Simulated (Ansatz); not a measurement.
Reaction (formal exchange of groups at a B–C bond): `NCBCl` + `[SiH3][GeH2][Cl]` → `[SiH3][GeH]([Cl])[BH]Cl` + CH₃NH₂

Gas-phase electronic energies from Ansatz, PBE0-D4/def2-TZVP geometries. CCSD(T)/CBS is the MP2 limit (def2-TZVPP, def2-QZVPP) plus CCSD(T) − MP2 in def2-TZVPP, frozen cores. For Ge outer-core shells are correlated without core-valence functions, which leaves a few kJ/mol of doubt a bond. Scalar relativity is left out up to krypton. Each species was taken in one conformer, which may not be the lowest.

| species | CCSD(T)/CBS(def2) energy (Eh) |
| --- | --- |
| `NCBCl` | -580.36274 |
| `[SiH3][GeH2][Cl]` | -2828.00643 |
| `[SiH3][GeH]([Cl])[BH]Cl` | -3312.61324 |
| CH₃NH₂ | -95.75281 |

Problem. Work out ΔE.

Solution. ΔE = (-3312.61324) + (-95.75281) − (-580.36274) − (-2828.00643) = 0.00312 Eh = +8.2 kJ/mol.

Largest T1 diagnostic among the species: 0.012.

The D4 term adds −3.3 kJ/mol with B3LYP and −2.2 kJ/mol with PBE0; it sums over pairs of atoms, weighted by their polarisabilities, and B3LYP, whose exchange is more repulsive, gets the larger term. In def2-TZVPP, CCSD(T) changes the Hartree–Fock value by −11.4 kJ/mol (the triples alone add −1.8 kJ/mol) and MP2 by −10.6 kJ/mol.

B3LYP here is the variant with VWN-RPA as its local correlation; programs differ in this.
